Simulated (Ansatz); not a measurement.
BGeH$_{5}$O$_{3}$ (`OB(O)[O][GeH3]`), 10 atoms. Charge 0, multiplicity 1. Correlated methods include outer-core shells of Ge, which these sets cover unevenly. Scalar relativity is left out up to krypton. All runs use 4 threads of a server CPU on a shared host. Correlated methods freeze the cores.

(1) Give the basis size and wall time and peak host memory of each of these runs in Ansatz. RKS ωB97X-V/def2-TZVPP energy; RKS PBE0-D4/def2-TZVP frequencies; RKS PBE0-D4/def2-SVP energy; RKS PBE0-D4/def2-QZVPP energy; RKS ωB97M-V/def2-SVP energy; RKS ωB97M-V/def2-QZVPP energy; RHF-CCSD(T)/def2-TZVPP energy; RKS PBE-D4/def2-TZVPP energy and forces; direct RPA on PBE orbitals/def2-TZVPP energy; RKS PBE0-D4/def2-TZVPP energy; RKS PBE0-D4/def2-TZVP relaxation (10 steps); RHF-MP2/def2-QZVPP energy. (Best estimate.)

Results:

(1) The calculation gave: Other jobs shared the machine, so times are rough.

```json
{"level": "RKS PBE0-D4/def2-SVP", "job": "energy", "functions": "113", "wall time": "0.55 s", "peak host memory (GiB)": "0.26"}
{"level": "RKS PBE-D4/def2-TZVPP", "job": "energy and forces", "functions": "242", "wall time": "1 s", "peak host memory (GiB)": "0.32"}
{"level": "RKS PBE0-D4/def2-TZVPP", "job": "energy", "functions": "242", "wall time": "1.1 s", "peak host memory (GiB)": "0.64"}
{"level": "RKS ωB97M-V/def2-SVP", "job": "energy", "functions": "113", "wall time": "1.6 s", "peak host memory (GiB)": "0.37"}
{"level": "direct RPA on PBE orbitals/def2-TZVPP", "job": "energy", "functions": "242", "wall time": "2.3 s", "peak host memory (GiB)": "0.63"}
{"level": "RKS ωB97X-V/def2-TZVPP", "job": "energy", "functions": "242", "wall time": "2.8 s", "peak host memory (GiB)": "0.78"}
{"level": "RKS PBE0-D4/def2-QZVPP", "job": "energy", "functions": "467", "wall time": "3.3 s", "peak host memory (GiB)": "1.8"}
{"level": "RKS ωB97M-V/def2-QZVPP", "job": "energy", "functions": "467", "wall time": "6.5 s", "peak host memory (GiB)": "2.1"}
{"level": "RHF-MP2/def2-QZVPP", "job": "energy", "functions": "467", "wall time": "8 s", "peak host memory (GiB)": "2.8"}
{"level": "RKS PBE0-D4/def2-TZVP", "job": "relaxation (10 steps)", "functions": "202", "wall time": "14 s", "peak host memory (GiB)": "0.58"}
{"level": "RKS PBE0-D4/def2-TZVP", "job": "frequencies", "functions": "202", "wall time": "58 s", "peak host memory (GiB)": "0.58"}
{"level": "RHF-CCSD(T)/def2-TZVPP", "job": "energy", "functions": "242", "wall time": "63 s", "peak host memory (GiB)": "5.2"}
```
